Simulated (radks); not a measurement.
The numbers below are computed, except where a source is named.
Problem. Species: Dy4+. Configuration: [Xe] 4f8. Code: a radial shooting solver on a logarithmic mesh with Libxc functionals. Model: Dirac Kohn-Sham, PBE, spin-unpolarised, spherical densities, finite nucleus; open shells fill j = l - 1/2 first; Fermi nuclear charge, rms radius 5.2218 fm.

Spin-orbit splittings of the eigenvalues, e(l+1/2) - e(l-1/2), with zeta = 2 splitting/(2l+1) and mean radii in bohr:

| shell | occ. | splitting (eV) | zeta (eV) | <r> j=l-1/2 | <r> j=l+1/2 |
|---|---|---|---|---|---|
| 2p | 6 | ? | ? | 0.07438 | 0.08144 |
| 3p | 6 | 166.1 | 110.7 | 0.2238 | 0.2372 |
| 3d | 10 | 36.26 | 14.50 | 0.2097 | 0.2138 |
| 4p | 6 | 37.41 | 24.94 | 0.5387 | 0.5687 |
| 4d | 10 | 6.830 | 2.732 | 0.5988 | 0.6093 |
| 4f | 8 | 1.011 | 0.2889 | 0.7584 | 0.7674 |
| 5p | 6 | 5.662 | 3.774 | 1.370 | 1.450 |

Estimate the 2p splitting.

Solution. 800.1 eV (zeta = 533.4 eV).
